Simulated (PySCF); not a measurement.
Species: C5H7F5O.
SMILES with atom numbers: `[F:1][CH2:2][C@H:3]([F:4])[O:5][CH2:6][CH2:7][C:8]([F:9])([F:10])[F:11]` (hydrogens: H12, H13 on C2; H14 on C3; H15, H16 on C6; H17, H18 on C7)

Structure optimised with GFN2-xTB, isolated species.

**Question.** What internal coordinates does the optimisation give?

**Answer.** 
| bond | length (Å) |
| --- | --- |
| F1–C2 | 1.365 |
| C2–C3 | 1.528 |
| C3–F4 | 1.387 |
| C3–O5 | 1.367 |
| O5–C6 | 1.421 |
| C6–C7 | 1.527 |
| C7–C8 | 1.514 |
| C8–F9, C8–F10, C8–F11 | 1.341 |
| C2–H12 | 1.094 |
| C2–H13 | 1.093 |
| C3–H14 | 1.105 |
| C6–H15 | 1.097 |
| C6–H16 | 1.099 |
| C7–H17 | 1.091 |
| C7–H18 | 1.091 |

Bonds in one row agree within 0.01 Å and their mean is given. A selection of angles:
| angle | degrees |
| --- | --- |
| F1–C2–C3 | 109.5 |
| F1–C2–H12 | 107.9 |
| F1–C2–H13 | 107.9 |
| C3–C2–H12 | 109.8 |
| C3–C2–H13 | 110.1 |
| H12–C2–H13 | 111.5 |
| C2–C3–F4 | 108.2 |
| C2–C3–O5 | 109.8 |
| C2–C3–H14 | 110.7 |
| F4–C3–O5 | 109.8 |
| F4–C3–H14 | 105.3 |
| O5–C3–H14 | 112.9 |
| C3–O5–C6 | 114.9 |
| O5–C6–C7 | 107.2 |
| O5–C6–H15 | 110.1 |
| O5–C6–H16 | 109.6 |
| C7–C6–H15 | 110.6 |
| C7–C6–H16 | 110.4 |
| H15–C6–H16 | 108.9 |
| C6–C7–C8 | 111.0 |
| C6–C7–H17 | 110.1 |
| C6–C7–H18 | 109.8 |
| C8–C7–H17 | 108.6 |
| C8–C7–H18 | 108.5 |
| H17–C7–H18 | 108.9 |
| C7–C8–F9 | 112.3 |
| C7–C8–F10 | 112.6 |
| F9–C8–F10 | 106.4 |
| F9–C8–F11 | 106.6 |

Dihedral angles: F1–C2–C3–F4 -152° (antiperiplanar); C2–C3–O5–C6 -172° (antiperiplanar); C3–O5–C6–C7 175° (antiperiplanar); O5–C6–C7–C8 -177° (antiperiplanar); C6–C7–C8–F9 59° (synclinal).

The C–O distances run from 1.367 Å (C3–O5, drawn single) to 1.421 Å (O5–C6, drawn single), a spread of 0.054 Å. The 5 C–F bonds span 1.339 Å (C8–F11, drawn single) to 1.387 Å (C3–F4, drawn single), a spread of 0.048 Å. Of the pairs four or more bonds apart, F9···H16 is among the closest relative to their van der Waals radii: 2.58 Å, 97 % of the sum of Bondi's values.

Point group: C1 (no symmetry element, even within 0.4 Å). No GFN2-xTB frequencies stand behind this structure, so it isn't proved a minimum. One conformer, not necessarily the lowest.

The numbers are calculated, not measured.
